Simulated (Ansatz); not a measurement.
Ansatz (a quantum-chemistry and plane-wave program) input file for C₂H₄F₂, SMILES FCCF, PBE/def2-SVPD. Coordinates come from a PBE-D3(BJ)/def2-SVP optimisation. The values are those of a single conformer.

Ansatz 0.2 input:
```yaml
crystal:
  periodic: [false, false, false]
  atoms:
    - {symbol: F, position_ang: [-1.45206861, -0.16858151, -0.54637795]}
    - {symbol: C, position_ang: [-0.68997295, 0.30699121, 0.50472828]}
    - {symbol: C, position_ang: [0.68997295, -0.30699121, 0.50472828]}
    - {symbol: F, position_ang: [1.45206861, 0.16858151, -0.54637794]}
    - {symbol: H, position_ang: [-1.19632669, 0.06064957, 1.46713470]}
    - {symbol: H, position_ang: [-0.60777694, 1.41446097, 0.42189713]}
    - {symbol: H, position_ang: [1.19632669, -0.06064958, 1.46713469]}
    - {symbol: H, position_ang: [0.60777693, -1.41446097, 0.42189712]}
basis:
  gaussian:
    orbitals: def2-SVPD
hamiltonian:
  xc: {name: PBE}
```

It prints:

```
WARN ansatz: RAYON_NUM_THREADS=1 ignored (pool sized by the plan → 1); use --threads N
Functional definition: PBE
integrals: 0.04 GiB planned
964 factors; their error is unknown
mean field: 0.33 GiB planned
mean field evaluation 1: about -7555.7558 eV, gradient 4.1e1 eV
mean field evaluation 2: about -7552.5310 eV, gradient 5.7e1 eV
mean field evaluation 4: about -7559.5210 eV, gradient 4.1e0 eV
mean field evaluation 8: about -7559.4960 eV, gradient 3.8e-2 eV
mean field -7559.49600003 eV, -277.8063539907 hartree, gradient 4.0e-5 eV, S^2 0.000000; 0 other end points of the search recorded, 0 dependent functions left out
reference -7559.49604046 eV, -277.8063554764 hartree; 17, 17 occupied and 101, 101 virtual orbitals, 964 factors
Total energy: -7559.49604046 eV, -277.8063554764 hartree
```

Self-consistency was reached.

Cost: around 2.1 core-seconds (rough).
